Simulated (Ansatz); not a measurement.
C$_{2}$H$_{8}$GeSi (`[GeH3][CH]1C[SiH2]1`). Charge 0, multiplicity 1. All single points use the PBE0-D4/def2-TZVP geometry.

```xyz
12

Ge   -0.996   -1.296    0.713
C     0.437   -0.398   -0.229
C     1.033    0.894    0.384
Si    0.136    1.140   -1.209
H    -1.697   -2.311   -0.206
H    -0.468   -2.031    1.962
H    -2.018   -0.238    1.172
H     1.173   -1.084   -0.641
H     0.582    1.250    1.305
H     2.117    0.960    0.400
H    -1.212    1.746   -1.203
H     0.912    1.367   -2.446
```

Task: What is the dipole moment at PBE/def2-TZVPP? (An estimate is asked.)

Result: Ansatz gave: 0.77 D, with components (0.65, 0.27, -0.32) D in this frame, pointing from negative to positive charge.

Task: And with r2SCAN, B3LYP, ωB97M-V? (Best estimate.)

Result: Ansatz gave: r2SCAN 0.79 D, B3LYP 0.83 D, ωB97M-V 0.81 D.

Task: Give the Mulliken charges with PBE, ωB97M-V, r2SCAN in def2-TZVPP. (An estimate is asked.)

Result: Ansatz gave: 
| atom | PBE | ωB97M-V | r2SCAN |
| --- | --- | --- | --- |
| Ge1 | 0.11 | 0.09 | 0.14 |
| C2 | -0.21 | -0.35 | -0.26 |
| C3 | -0.19 | -0.29 | -0.21 |
| Si4 | 0.19 | 0.23 | 0.30 |
| H5 | -0.02 | 0.00 | -0.02 |
| H6 | -0.02 | 0.00 | -0.03 |
| H7 | -0.02 | 0.01 | -0.02 |
| H8 | 0.09 | 0.11 | 0.07 |
| H9 | 0.09 | 0.11 | 0.07 |
| H10 | 0.09 | 0.11 | 0.07 |
| H11 | -0.05 | -0.01 | -0.06 |
| H12 | -0.05 | -0.02 | -0.07 |

B3LYP here is the variant with VWN-RPA as its local correlation; programs differ in this.
